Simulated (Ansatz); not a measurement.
Ligand exchange: BH(CH3)F + Se(CH3)2 → BH2F + C3H8Se

Species: BH(CH3)F, singlet; Se(CH3)2 (dimethyl selenide), singlet; BH2F `BF`, singlet; C3H8Se `CC[Se]C`, singlet. The partners trade CH3 for H: B–CH3 and C–H bonds give way to B–H and C–CH3.

Shapes, held fixed at every level: PBE0-D4/def2-TZVP. Flexible molecules stand in one conformer, not always the lowest. Programs: Ansatz 0.2.0. The zero-point and thermal change to 298 K, harmonic and unscaled (PBE0-D4/def2-TZVP), is +0.2 kJ/mol.

```json
{"level": "HF/def2-TZVPP", "kind": "Hartree–Fock", "ΔH(298 K) (kJ/mol)": "+57.4", "less CCSD(T)/def2-TZVPP": "+2.3"}
{"level": "PBE0-D4/def2-TZVPP", "kind": "global hybrid", "ΔH(298 K) (kJ/mol)": "+61.7", "less CCSD(T)/def2-TZVPP": "+6.6"}
{"level": "wB97X-V/def2-TZVPP", "kind": "range-separated hybrid", "ΔH(298 K) (kJ/mol)": "+58.6", "less CCSD(T)/def2-TZVPP": "+3.5"}
{"level": "B2PLYP/def2-TZVPP", "kind": "double hybrid", "ΔH(298 K) (kJ/mol)": "+59.8", "less CCSD(T)/def2-TZVPP": "+4.7"}
{"level": "MP2/def2-SVP", "kind": "perturbation theory", "ΔH(298 K) (kJ/mol)": "+51.5", "less CCSD(T)/def2-TZVPP": "-3.6"}
{"level": "CCSD(T)/def2-SVP", "kind": "coupled cluster or CI", "ΔH(298 K) (kJ/mol)": "+51.5", "less CCSD(T)/def2-TZVPP": "-3.6"}
{"level": "CCSD(T)/def2-TZVPP", "kind": "coupled cluster or CI", "ΔH(298 K) (kJ/mol)": "+55.1", "less CCSD(T)/def2-TZVPP": "0.0"}
```

The highest level, CCSD(T)/def2-TZVPP, gives ΔH(298 K) = +55.1 kJ/mol; the levels span +51.5 to +61.7. The column of differences is taken from that level and isn't an error. No measured value is set beside it here. Relativity is left out for Se unless named. Correlated rows may include outer-core shells of Se, which these sets cover unevenly.
